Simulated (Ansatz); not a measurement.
Frontier orbitals of C2H3BSeZn (`C=[C]1[Zn][BH][Se]1`).

```xyz
8

C    -0.6892   -0.7539    1.5950
C     0.0414   -0.2311    0.6252
Zn    1.7606    0.4248   -0.1597
B     0.8111    0.9139   -1.9466
Se   -0.7787    0.2678   -1.1177
H    -1.7564   -0.9461    1.5216
H    -0.2156   -1.0171    2.5366
H     0.8268    1.3418   -3.0544
```

Total charge 0; spin multiplicity 1. For Zn the d shell is correlated and the shells below it are frozen. Correlated methods include outer-core shells of Se, which these sets cover unevenly. Scalar relativity is left out up to krypton. All single points use the PBE0-D4/def2-TZVP geometry. Basis def2-TZVPP, the Gaussian-basis code of Ansatz.

Orbital energies of one run (eV). Highest occupied ones, from the top: -7.62, -7.69, -8.13, -9.91, -10.72, -12.90, -13.54, -14.64, -16.23, -16.94, -16.94, -17.14, -17.18, -17.64. Empty: -1.22, -0.90, 0.48, 1.15, 1.98, 2.03.

(1) Which functional gave them?
A. BHLYP
B. HSE06 (plane-wave form)
C. B97M-V
D. r2SCAN0

## Answers

(1) A. HOMO energies: BHLYP -7.62, B97M-V -5.91, HSE06 -6.33, r2SCAN0 -6.88 eV.
